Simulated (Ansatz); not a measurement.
Start from `C=C[SiH](F)Cl` and change one atom or group to get `F[SiH](Cl)[O][GeH3]`.

Ansatz, PBE0-D4/def2-TZVP geometries, multiplicity 1. Each molecule was computed in one conformer, which needn't be the lowest.

Scalar relativity is left out up to krypton.

```tsv
property	`C=C[SiH](F)Cl`
HOMO–LUMO gap (PBE/def2-TZVPP) / eV	5.36
HOMO energy (ωB97M-V/def2-TZVPP) / eV	-10.87
ideal-gas entropy at 298 K and 1 bar (rigid rotor, harmonic PBE0-D4/def2-TZVP) / J/(mol·K)	340
HOMO energy (PBE/def2-TZVPP) / eV	-7.44
zero-point energy (PBE0-D4/def2-TZVP) / kJ/mol	147.8
HOMO–LUMO gap (B3LYP/def2-TZVPP) / eV	7.07
```

What does the change do to each property? (Estimate.)

Computed: 
```json
{"property": "HOMO–LUMO gap (PBE/def2-TZVPP) / eV", "`F[SiH](Cl)[O][GeH3]`": "6.64", "shift": "1.28"}
{"property": "HOMO energy (ωB97M-V/def2-TZVPP) / eV", "`F[SiH](Cl)[O][GeH3]`": "-11.54", "shift": "-0.67"}
{"property": "ideal-gas entropy at 298 K and 1 bar (rigid rotor, harmonic PBE0-D4/def2-TZVP) / J/(mol·K)", "`F[SiH](Cl)[O][GeH3]`": "390", "shift": "50"}
{"property": "HOMO energy (PBE/def2-TZVPP) / eV", "`F[SiH](Cl)[O][GeH3]`": "-7.72", "shift": "-0.28"}
{"property": "zero-point energy (PBE0-D4/def2-TZVP) / kJ/mol", "`F[SiH](Cl)[O][GeH3]`": "110.9", "shift": "-36.9"}
{"property": "HOMO–LUMO gap (B3LYP/def2-TZVPP) / eV", "`F[SiH](Cl)[O][GeH3]`": "8.53", "shift": "1.46"}
```

With PBE0 the HOMO falls by 0.61 eV and the LUMO rises by 0.89 eV, so the gap widens by about 1.50 eV. PBE moves the HOMO by -0.28 eV and ωB97M-V by -0.67 eV. Modes under 60 cm⁻¹, often nearly free rotors, make the harmonic entropy too high.

B3LYP here is the variant with VWN-RPA as its local correlation; programs differ in this.

Positive LUMOs are unbound, so they and the gaps depend on the basis.
